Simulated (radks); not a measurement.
Results of a calculation; reference values are marked as such.
Valence configurations of Ge II (all share [Ar]). Level of theory: Dirac Kohn-Sham, PBEsol, spin-unpolarised, spherical densities, finite nucleus; open shells fill j = l - 1/2 first; Fermi nuclear charge, rms radius 4.0742 fm (a radial shooting solver on a logarithmic mesh with Libxc functionals). Energies are relative to 3d10 4s2 4p1; eigenvalues in eV.

valence           E (eV)  e(3d3/2)  e(3d5/2)  e(4p1/2)  e(4p3/2)  e(4s1/2)
3d10 4s2 4p1       0.000   -38.601   -38.015   -11.382         -   -19.841
3d10 4s1.5 4p1.5   4.251   -39.439   -38.852   -11.771         -   -20.316
3d10 4s1 4p2       8.544   -40.255   -39.668   -12.143         -   -20.771
3d9.5 4s2 4p1.5   14.328   -43.681   -43.076   -12.368         -   -21.272
3d10 4p3          17.524   -41.940   -41.351   -12.897   -12.625         -
3d9 4s2 4p2       30.736   -48.901   -48.276   -13.321         -   -22.657
3d9 4s1 4p3       40.467   -50.528   -49.901   -14.045   -13.725   -23.541
3d8 4s2 4p3       70.492   -59.863   -59.197   -15.218   -14.847   -25.388

NIST lists [Ar] 3d10 4s2 4p1 as the ground configuration; this level of theory agrees among the configurations tried. The energies are those of spherical spin-averaged densities, not of single terms.
